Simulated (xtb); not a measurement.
xtb input (GFN2-xTB):

```bash
xtb mol.xyz --gfn 2 --ohess tight --chrg -1 --uhf 0
```
mol.xyz:
```
8

Br     1.44354659     0.24824360     0.11489732
C     -0.39912398    -0.05042475    -0.00455442
C     -1.43093094     0.92244081    -0.17184239
C     -2.55270944     0.09690155    -0.25395805
C     -2.27354516    -1.24414821    -0.14347702
O     -0.88913703    -1.31604907    -0.04590063
H     -1.28888139     1.95940689    -0.23088763
H     -3.55528255     0.44458823    -0.36227945
```

Output:

```
           -------------------------------------------------
          |                Calculation Setup                |
           -------------------------------------------------

           -------------------------------------------------
          |                 G F N 2 - x T B                 |
           -------------------------------------------------

        Reference                      10.1021/acs.jctc.8b01176
      * Hamiltonian:
        H0-scaling (s, p, d)           1.850000    2.230000    2.230000
        zeta-weighting                 0.500000
      * Dispersion:
        s8                             2.700000
        a1                             0.520000
        a2                             5.000000
        s9                             5.000000
      * Repulsion:
        kExp                           1.500000    1.000000
        rExp                           1.000000
      * Coulomb:
        alpha                          2.000000
        third order                    shell-resolved
        anisotropic                    true
        a3                             3.000000
        a5                             4.000000
        cn-shift                       1.200000
        cn-exp                         4.000000
        max-rad                        5.000000

          ...................................................
          :                      SETUP                      :
          :.................................................:
          :  # basis functions                  32          :
          :  # atomic orbitals                  31          :
          :  # shells                           15          :
          :  # electrons                        32          :
          :  max. iterations                   250          :
          :  Hamiltonian                  GFN2-xTB          :
          :  restarted?                      false          :
          :  GBSA solvation                  false          :
          :  PC potential                    false          :
          :  electronic temp.          300.0000000     K    :
          :  accuracy                    1.0000000          :
          :  -> integral cutoff          0.2500000E+02      :
          :  -> integral neglect         0.1000000E-07      :
          :  -> SCF convergence          0.1000000E-05 Eh   :
          :  -> wf. convergence          0.1000000E-03 e    :
          :  Broyden damping             0.4000000          :
          :  net charge                         -1          :
          :  unpaired electrons                  0          :
          ...................................................

 iter      E             dE          RMSdq      gap      omega  full diag
   1    -17.9492010 -0.179492E+02  0.651E+00    4.09       0.0  T
   2    -17.9656057 -0.164047E-01  0.533E+00    2.08       1.0  T
   3    -18.0087779 -0.431722E-01  0.252E+00    3.41       1.0  T
   4    -18.0209457 -0.121679E-01  0.114E+00    2.96       1.0  T
   5    -18.0228013 -0.185559E-02  0.620E-01    2.93       1.0  T
   6    -18.0238729 -0.107156E-02  0.333E-01    3.04       1.0  T
[...]
rotational constants/cm⁻¹ :        0.3170630E+00   0.4447800E-01   0.3900617E-01

 * 6 selected distances

     #   Z          #   Z                                           value/Å
Molecule has the following symmetry elements: (sigma)
It seems to be the Cs point group
     1  35 Br       2   6 C                                       1.9151338 (max)
     2   6 C        3   6 C                                       1.3603218
     3   6 C        4   6 C                                       1.4128141
     2   6 C        6   8 O                                       1.3383158
     3   6 C        7   1 H                                       1.0784358 (min)
     4   6 C        8   1 H                                       1.0819065

 * 4 distinct bonds (by element types)

   Z      Z             #   av. dist./Å        max./Å        min./Å
   1 H    6 C           2     1.0801712     1.0819065     1.0784358
   6 C    6 C           2     1.3865679     1.4128141     1.3603218
   6 C    8 O           1     1.3383158     1.3383158     1.3383158
   6 C   35 Br          1     1.9151338     1.9151338     1.9151338

           -------------------------------------------------
          |               Frequency Printout                |
           -------------------------------------------------
 projected vibrational frequencies (cm⁻¹)
eigval :       -0.00    -0.00     0.00     0.00     0.00     0.00
eigval :      164.99   222.29   313.41   506.47   593.93   773.30
eigval :      804.79   804.91   849.56   878.89  1026.98  1093.61
eigval :     1155.97  1310.75  1346.81  1533.28  3029.98  3068.25
 reduced masses (amu)
   1: 38.18   2: 31.29   3: 71.63   4: 60.51   5: 20.16   6: 13.21   7: 15.38   8: 20.30
   9: 41.48  10: 12.44  11: 11.80  12:  2.80  13: 12.31  14:  3.57  15: 12.01  16: 13.03
  17:  5.35  18:  5.60  19: 10.04  20: 10.40  21: 11.13  22: 11.56  23:  1.82  24:  1.91
 IR intensities (km·mol⁻¹)
   1:  6.72   2:  8.93   3:  2.85   4:  1.51   5:  2.06   6:  6.56   7:  7.04   8:  1.82
   9:  3.87  10:  0.31  11:  0.68  12:  0.29  13: 56.48  14:  3.11  15: 21.86  16: 45.14
  17: 21.42  18: 20.11  19: 15.70  20: 17.52  21:  2.12  22: 31.31  23:264.17  24:118.10
 Raman intensities (Ä⁴*amu⁻¹)
   1:  0.00   2:  0.00   3:  0.00   4:  0.00   5:  0.00   6:  0.00   7:  0.00   8:  0.00
   9:  0.00  10:  0.00  11:  0.00  12:  0.00  13:  0.00  14:  0.00  15:  0.00  16:  0.00
  17:  0.00  18:  0.00  19:  0.00  20:  0.00  21:  0.00  22:  0.00  23:  0.00  24:  0.00
 output can be read by thermo (or use thermo option).
 writing <g98.out> molden fake output.
 recommended (thermochemical) frequency scaling factor: 1.0
           -------------------------------------------------
          |             Thermodynamic Functions             |
           -------------------------------------------------

cs  symmetry found (for desy threshold:  0.10E+00) used in thermo

          ...................................................
          :                      SETUP                      :
          :.................................................:
          :  # frequencies                          18      :
          :  # imaginary freq.                       0      :
          :  linear?                             false      :
          :  only rotor calc.                    false      :
          :  symmetry                               cs      :
          :  rotational number                       1      :
          :  scaling factor                  1.0000000      :
          :  rotor cutoff                   50.0000000 cm⁻¹ :
          :  imag. cutoff                  -20.0000000 cm⁻¹ :
          :.................................................:

    mode    ω/cm⁻¹     T·S(HO)/kcal·mol⁻¹    T·S(FR)/kcal·mol⁻¹   T·S(vib)
   ------------------------------------------------------------------------
       1    164.99    -0.74293 ( 99.16%)    -0.70277 (  0.84%)    -0.74259
       2    222.29    -0.57851 ( 99.74%)    -0.61448 (  0.26%)    -0.57860
   ------------------------------------------------------------------------

   temp. (K)  partition function   enthalpy   heat capacity  entropy
                                   cal/mol     cal/K/mol   cal/K/mol   J/K/mol
 298.15  VIB   4.64                 1504.698     11.901      8.094
         ROT  0.225E+06              888.752      2.981     27.475
Note: The following floating-point exceptions are signalling: IEEE_DENORMAL
normal termination of xtb
         INT  0.104E+07             2393.451     14.882     35.570
         TR   0.171E+28             1481.254      4.968     40.827
         TOT                        3874.7048    19.8499    76.3963   319.6422

       T/K    H(0)-H(T)+PV         H(T)/Eh          T*S/Eh         G(T)/Eh
   ------------------------------------------------------------------------
    298.15    0.617474E-02    0.505493E-01    0.362984E-01    0.142509E-01
   ------------------------------------------------------------------------

         :::::::::::::::::::::::::::::::::::::::::::::::::::::
         ::                  THERMODYNAMIC                  ::
         :::::::::::::::::::::::::::::::::::::::::::::::::::::
         :: total free energy         -17.849328443113 Eh   ::
         ::.................................................::
         :: total energy              -17.863579354013 Eh   ::
         :: zero point energy           0.044374529661 Eh   ::
         :: G(RRHO) w/o ZPVE           -0.030123618761 Eh   ::
         :: G(RRHO) contrib.            0.014250910900 Eh   ::
         :::::::::::::::::::::::::::::::::::::::::::::::::::::

optimized geometry written to: xtbopt.xyz

           -------------------------------------------------
          | TOTAL ENERGY              -17.863579354013 Eh   |
          | TOTAL ENTHALPY            -17.813030089279 Eh   |
          | TOTAL FREE ENERGY         -17.849328443113 Eh   |
          | GRADIENT NORM               0.000100449483 Eh/α |
          | HOMO-LUMO GAP               2.817042825479 eV   |
           -------------------------------------------------

------------------------------------------------------------------------
------------------------------------------------------------------------
 total:
 SCF:
 ANC optimizer:
 analytical hessian:
```

It need not be the lowest isomer of its formula. Whether it binds its extra electron was not tested at this geometry.
